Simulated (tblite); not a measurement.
A geometry optimisation, step by step.

Species: C5H2NO (doublet state).
Numbering: `[C:1]#[C:2][c:3]1[cH:4][n:5][cH:6][o:7]1` (hydrogens: H8 on C4; H9 on C6)
Bond orders are those of one Lewis drawing.

Computed with GFN2-xTB (tblite), gas phase: L-BFGS steps from a force-field or distance-geometry start until the largest atomic force falls under 0.01 eV/Å. 10 of its 36 geometries are shown.

Step 0: E = -503.3350 eV, largest atomic force 4.196 eV/Å
```
atom  x, y, z in Å  |  force x, y, z in eV/Å
C1      3.204   -0.352    0.097   -1.418  -0.009  -0.129
C2      1.993   -0.250    0.048    0.446  -0.103   0.025
C3      0.567   -0.141   -0.011    0.652   2.264   0.947
C4     -0.201    0.950    0.421   -0.370  -0.110   0.145
N5     -1.506    0.636    0.176    0.343  -1.085  -0.632
C6     -1.520   -0.596   -0.418    0.259   3.476   1.735
O7     -0.276   -0.995   -0.500   -0.146  -3.797  -1.779
H8      0.178    1.869    0.903   -0.708  -0.857  -0.499
H9     -2.425   -1.115   -0.740    0.942   0.222   0.187
```

Step 4: E = -503.7527 eV, largest atomic force 0.724 eV/Å
```
atom  x, y, z in Å  |  force x, y, z in eV/Å
C1      3.167   -0.358    0.090    0.347  -0.141  -0.050
C2      1.975   -0.247    0.050   -0.721   0.060  -0.008
C3      0.563   -0.119   -0.010    0.152   0.037   0.022
C4     -0.205    0.934    0.423    0.048  -0.054  -0.025
N5     -1.503    0.634    0.170    0.093   0.095   0.059
C6     -1.492   -0.537   -0.385    0.010  -0.051  -0.026
O7     -0.273   -1.056   -0.527    0.062  -0.032  -0.014
H8      0.138    1.838    0.883   -0.186   0.030  -0.004
H9     -2.357   -1.083   -0.719    0.195   0.057   0.045
```

Step 8: E = -503.7630 eV, largest atomic force 0.354 eV/Å
```
atom  x, y, z in Å  |  force x, y, z in eV/Å
C1      3.156   -0.378    0.077   -0.106  -0.081  -0.081
C2      1.960   -0.247    0.055    0.343  -0.053   0.072
C3      0.565   -0.116   -0.011   -0.027   0.041  -0.011
C4     -0.199    0.937    0.423   -0.103   0.066   0.019
N5     -1.494    0.635    0.173   -0.093   0.030   0.006
C6     -1.482   -0.534   -0.384   -0.037  -0.093  -0.043
O7     -0.265   -1.056   -0.527   -0.006   0.033   0.006
H8      0.111    1.848    0.885   -0.021   0.055   0.025
H9     -2.340   -1.083   -0.718    0.050   0.002   0.008
```

Step 12: E = -503.7831 eV, largest atomic force 0.332 eV/Å
```
atom  x, y, z in Å  |  force x, y, z in eV/Å
C1      3.150   -0.493   -0.007   -0.051   0.027  -0.107
C2      1.971   -0.264    0.107   -0.050  -0.011   0.155
C3      0.580   -0.069   -0.003    0.128   0.122   0.052
C4     -0.213    0.976    0.427   -0.170  -0.131  -0.055
N5     -1.498    0.627    0.177   -0.123   0.022  -0.045
C6     -1.460   -0.541   -0.387    0.060   0.127   0.069
O7     -0.231   -1.029   -0.522    0.067   0.117   0.051
H8      0.015    1.911    0.907    0.122  -0.280  -0.130
H9     -2.301   -1.112   -0.726    0.017   0.006   0.010
```

Step 16: E = -503.7959 eV, largest atomic force 0.202 eV/Å
```
atom  x, y, z in Å  |  force x, y, z in eV/Å
C1      3.145   -0.498   -0.032   -0.174   0.078  -0.067
C2      1.968   -0.265    0.136    0.120  -0.030   0.105
C3      0.585   -0.057    0.004   -0.065  -0.081  -0.014
C4     -0.229    0.973    0.424    0.030   0.073   0.012
N5     -1.512    0.630    0.173    0.036   0.007  -0.003
C6     -1.455   -0.538   -0.386   -0.011  -0.053  -0.057
O7     -0.222   -1.018   -0.517   -0.040  -0.084  -0.026
H8      0.026    1.892    0.899    0.072   0.110   0.062
H9     -2.293   -1.114   -0.725    0.033  -0.020  -0.011
```

Step 19: E = -503.8015 eV, largest atomic force 0.164 eV/Å
```
atom  x, y, z in Å  |  force x, y, z in eV/Å
C1      3.130   -0.483   -0.054   -0.065   0.062  -0.020
C2      1.957   -0.266    0.168    0.149  -0.068  -0.007
C3      0.580   -0.062    0.009    0.020  -0.050   0.021
C4     -0.228    0.976    0.422   -0.007  -0.015   0.014
N5     -1.511    0.631    0.168   -0.011   0.037  -0.029
C6     -1.454   -0.538   -0.392   -0.016   0.013   0.003
O7     -0.222   -1.022   -0.517   -0.041  -0.026   0.026
H8      0.050    1.891    0.900   -0.046   0.028   0.006
H9     -2.289   -1.120   -0.729    0.018   0.021  -0.013
```

Step 23: E = -503.8054 eV, largest atomic force 0.087 eV/Å
```
atom  x, y, z in Å  |  force x, y, z in eV/Å
C1      3.134   -0.460   -0.080   -0.061   0.042   0.010
C2      1.962   -0.287    0.184   -0.047  -0.025  -0.069
C3      0.582   -0.077    0.025    0.013   0.015   0.075
C4     -0.225    0.972    0.425    0.010   0.021  -0.009
N5     -1.509    0.643    0.155    0.041  -0.040  -0.008
C6     -1.457   -0.532   -0.394    0.038  -0.008  -0.019
O7     -0.230   -1.030   -0.503    0.048  -0.001   0.055
H8      0.043    1.894    0.899    0.005  -0.041  -0.018
H9     -2.286   -1.117   -0.737   -0.048   0.037  -0.018
```

Step 27: E = -503.8083 eV, largest atomic force 0.038 eV/Å
```
atom  x, y, z in Å  |  force x, y, z in eV/Å
C1      3.135   -0.406   -0.087   -0.012  -0.003  -0.009
C2      1.957   -0.305    0.188    0.030  -0.007   0.005
C3      0.578   -0.101    0.045   -0.001   0.006  -0.009
C4     -0.218    0.963    0.424   -0.012   0.007   0.003
N5     -1.502    0.651    0.142   -0.015  -0.011  -0.008
C6     -1.461   -0.529   -0.399    0.007  -0.029   0.014
O7     -0.239   -1.047   -0.486    0.012  -0.013   0.009
H8      0.062    1.881    0.895   -0.004   0.014   0.005
H9     -2.297   -1.102   -0.745   -0.005   0.036  -0.011
```

Step 31: E = -503.8086 eV, largest atomic force 0.019 eV/Å
```
atom  x, y, z in Å  |  force x, y, z in eV/Å
C1      3.134   -0.412   -0.095   -0.006  -0.004  -0.002
C2      1.958   -0.307    0.190    0.003   0.019  -0.002
C3      0.579   -0.098    0.047    0.000  -0.007   0.007
C4     -0.220    0.965    0.425    0.003   0.000   0.003
N5     -1.503    0.649    0.140    0.003  -0.002   0.005
C6     -1.458   -0.531   -0.397   -0.002   0.003  -0.001
O7     -0.235   -1.047   -0.482   -0.004  -0.005   0.008
H8      0.055    1.886    0.896    0.004  -0.004  -0.006
H9     -2.296   -1.099   -0.748    0.000   0.000  -0.011
```

Step 35: E = -503.8087 eV, largest atomic force 0.006 eV/Å
```
atom  x, y, z in Å  |  force x, y, z in eV/Å
C1      3.133   -0.410   -0.097    0.002  -0.002  -0.001
C2      1.958   -0.304    0.191   -0.001  -0.002  -0.004
C3      0.579   -0.100    0.050   -0.002   0.001   0.004
C4     -0.220    0.964    0.425   -0.001   0.001   0.000
N5     -1.502    0.649    0.140   -0.003   0.001   0.003
C6     -1.458   -0.532   -0.397    0.000   0.003  -0.005
O7     -0.236   -1.049   -0.479    0.000   0.001   0.004
H8      0.056    1.885    0.894    0.001   0.001   0.000
H9     -2.297   -1.097   -0.752    0.005  -0.004  -0.001
```

Task: Summarise the path.

Result: The energy falls by 0.4737 eV from step 0 to step 35; nine tenths of that is first reached at step 8. It falls at every step. The largest force goes from 4.196 to 0.006 eV/Å. Among the bonds N5–C6 changes most, from 1.368 to 1.298 Å; the atoms move by 0.117 Å rms after alignment.

The cost below is that of the whole relaxation. On Arm Neoverse V1, one thread, shared host, this took 0.14 s.
